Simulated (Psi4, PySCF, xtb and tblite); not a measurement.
Internal rotation in SMILES N[SiH2]S, singlet. Scanned: dihedral N1–Si2–S3–H8; all other coordinates were relaxed at GFN2-xTB. Points at φ and −φ are mirror images. Heavy atoms are numbered in the order of the SMILES N[SiH2]S, hydrogens after them in the order of the atoms that carry them; the mirror image has the same energies with the sign of each dihedral reversed.

Computed with: GFN2-xTB (xtb and tblite); PBE0-D3(BJ)/def2-TZVP // GFN2-xTB (Psi4); RMP2/6-31G* = restricted MP2 (frozen core)/6-31G*, spherical d // GFN2-xTB in PySCF.

Energies in kcal/mol, each method relative to its own lowest point.

```
φ / °  GFN2-xTB  PBE0-D3(BJ)/def2-TZVP  RMP2/6-31G*
-----  --------  ---------------------  -----------
-165        0.4                    2.5          3.1
-150        0.6                    2.7          3.3
-135        0.7                    2.6          3.2
-120        0.7                    2.3          2.8
-105        0.7                    1.7          2.1
-90         0.5                    1.0          1.3
-75         0.2                    0.3          0.5
-60         0.0                    0.0          0.0
-45         0.0                    0.2          0.1
-30         0.2                    0.9          0.8
-15         0.5                    1.8          2.0
0           0.8                    2.8          3.1
15          0.5                    1.8          2.0
30          0.2                    0.9          0.8
45          0.0                    0.2          0.1
60          0.0                    0.0          0.0
75          0.2                    0.3          0.5
90          0.5                    1.0          1.3
105         0.7                    1.7          2.1
120         0.7                    2.3          2.8
135         0.7                    2.6          3.2
150         0.6                    2.7          3.3
165         0.4                    2.5          3.1
180         0.4                    2.0          2.6
```
